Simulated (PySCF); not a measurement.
C₆H₃B, SMILES C#CB(C#C)C#C.

Geometry: PBE0-D3(BJ)/def2-SVP.

The numbers are results of PySCF 2.14.0 with TDDFT-PBE/def2-SVPD, not measurements.

Vertical excitations; the highest root listed may be one member of a degenerate set.  State labels are in the subgroup C2v.

Q: Estimate the UV-visible absorptions. (An estimate is asked for; the answer gives what the named calculation found.)

A: 
| state | symmetry | energy (eV) | λ (nm) | f | main pairs |
|---|---|---|---|---|---|
| S1 | A2 | 3.20 | 387 | 0.000 | HOMO→LUMO 100 % |
| S2 | B2 | 3.57 | 347 | 0.000 | HOMO−1→LUMO (degenerate set) |
| S3 | A2 | 3.57 | 347 | 0.000 | HOMO−2→LUMO (degenerate set) |
| S4 | B1 | 4.29 | 289 | 0.178 | HOMO−3→LUMO (degenerate set) |
| S5 | A1 | 4.29 | 289 | 0.178 | HOMO−4→LUMO (degenerate set) |
| S6 | A1 | 5.26 | 236 | 0.000 | HOMO−5→LUMO 93 % |
| S7 | A1 | 6.31 | 196 | 0.025 | HOMO→LUMO+1, HOMO−1→LUMO+2, HOMO−2→LUMO+1 (degenerate set) |
| S8 | B1 | 6.31 | 196 | 0.025 | HOMO→LUMO+2, HOMO−1→LUMO+1, HOMO−2→LUMO+2 (degenerate set) |
| S9 | B1 | 6.50 | 191 | 0.000 | HOMO−2→LUMO+2 50 %, HOMO−1→LUMO+1 50 % |
| S10 | B2 | 6.55 | 189 | 0.000 | HOMO−3→LUMO+1 50 %, HOMO−4→LUMO+2 50 % |
| T1 | A2 | 3.01 | 413 | 0 | HOMO→LUMO 99 % |
| T2 | B1 | 3.20 | 387 | 0 | HOMO−3→LUMO (degenerate set) |
| T3 | A1 | 3.20 | 387 | 0 | HOMO−4→LUMO (degenerate set) |
| T4 | B2 | 3.38 | 367 | 0 | HOMO−1→LUMO 99 % |
Triplets are in the Tamm–Dancoff approximation, which puts them higher than full response would, so one can lie above its singlet here.
